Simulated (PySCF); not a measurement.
Compound: 1,2-dihydro-1,2-azaborine, C4H6BN.
SMILES with atom numbers: `[BH:1]1[CH:2]=[CH:3][CH:4]=[CH:5][NH:6]1` (hydrogens: H7 on B1; H8 on C2; H9 on C3; H10 on C4; H11 on C5; H12 on N6)

Theory: PBE0-D3(BJ)/def2-SVP geometry optimisation, gas phase (PySCF).

(1) What internal coordinates does the optimisation give?

Answers

(1) 
| bond | length (bohr) |
| --- | --- |
| B1–C2 | 2.863 |
| C2=C3 | 2.601 |
| C3–C4 | 2.686 |
| C4=C5 | 2.586 |
| C5–N6 | 2.566 |
| B1–N6 | 2.710 |
| B1–H7 | 2.283 |
| C2–H8 | 2.067 |
| C3–H9 | 2.072 |
| C4–H10 | 2.061 |
| C5–H11 | 2.065 |
| N6–H12 | 1.915 |

A selection of angles:
| angle | degrees |
| --- | --- |
| C2–B1–N6 | 114.8 |
| C2–B1–H7 | 127.3 |
| N6–B1–H7 | 117.9 |
| B1–C2–C3 | 118.6 |
| B1–C2–H8 | 123.2 |
| C3–C2–H8 | 118.2 |
| C2–C3–C4 | 121.9 |
| C2–C3–H9 | 120.6 |
| C4–C3–H9 | 117.4 |
| C3–C4–C5 | 120.0 |
| C3–C4–H10 | 120.7 |
| C5–C4–H10 | 119.2 |
| C4–C5–N6 | 120.9 |
| C4–C5–H11 | 121.8 |
| N6–C5–H11 | 117.3 |
| C5–N6–H12 | 115.9 |
| B1–N6–C5 | 123.7 |
| B1–N6–H12 | 120.4 |

Torsions: N6–B1–C2–C3 0° (synperiplanar); B1–C2–C3–C4 0° (synperiplanar); C2–C3–C4–C5 0° (synperiplanar); C3–C4–C5–N6 0° (synperiplanar); C4–C5–N6–B1 0° (synperiplanar); C2–B1–N6–C5 0° (synperiplanar).

The 3 C–C bonds span 1.368 Å (C4=C5, drawn double) to 1.421 Å (C3–C4, drawn single), a spread of 0.053 Å. B1 (ring boron) is planar (angles 127.3°, 117.9° and 114.8°, sum 360.0°, 0.00 Å off the plane of its three neighbours). The 6 heavy atoms lie in one plane (0.000 Å rms). The 6-membered ring B1–C2–C3–C4–C5–N6 has internal angles of 114.8° to 123.7° (sum 720°, against 720° for a flat polygon); it is planar, 0.00 Å rms from its mean plane, widest ring torsion 0°. N6 (ring nitrogen) is planar (angles 123.7°, 120.4° and 115.9°, sum 360.0°, 0.00 Å off the plane of its three neighbours).

Point group: Cs (every atom within 0.08 Å of its image). PBE0-D3(BJ)/def2-SVP frequencies: not computed here.

On one thread of an Intel Xeon Platinum 8488C, shared host, this took 25 s wall and 0.47 GiB of memory at its peak. This is the geometry optimisation.
